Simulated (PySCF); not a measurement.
# RbH, PBE0: how much the basis matters

PySCF, UKS reference; singlet, unpaired electrons none; De to Rb + H without counterpoise correction.

```
      basis                           relativity  functions  Re (Å)  ωe (cm⁻¹)  De (eV)  μ (D)
   def2-SVP  scalar-relativistic core potentials         29   2.418        931     1.55  -8.17
  def2-SVPD  scalar-relativistic core potentials         35   2.423        927     1.56  -8.10
  def2-TZVP  scalar-relativistic core potentials         39   2.417        917     1.56  -8.24
 def2-TZVPP  scalar-relativistic core potentials         54   2.416        924     1.57  -8.20
 x2c-SVPall                        spin-free X2C         55   2.332        945     1.66  -7.90
x2c-TZVPall                        spin-free X2C         69   2.356        935     1.66  -7.92
```

(1) How does each smaller set differ from the one with most functions, x2c-TZVPall?

A positive dipole means Rb(−)H(+). Measured (Huber and Herzberg, Constants of Diatomic Molecules (1979)): Re = 2.367 Å, ωe = 936.94 cm⁻¹. 

## Answers

(1) def2-SVP: +6.2 pm, -0.4 % in ωe, -0.11 eV in De; def2-SVPD: +6.7 pm, -0.9 % in ωe, -0.10 eV in De; def2-TZVP: +6.1 pm, -1.9 % in ωe, -0.10 eV in De; def2-TZVPP: +6.0 pm, -1.2 % in ωe, -0.09 eV in De; x2c-SVPall: -2.4 pm, +1.1 % in ωe, +0.00 eV in De. All at PBE0; the set with most functions is neither the basis-set limit nor always the best. The rows treat relativity differently, so the differences are not basis effects alone.
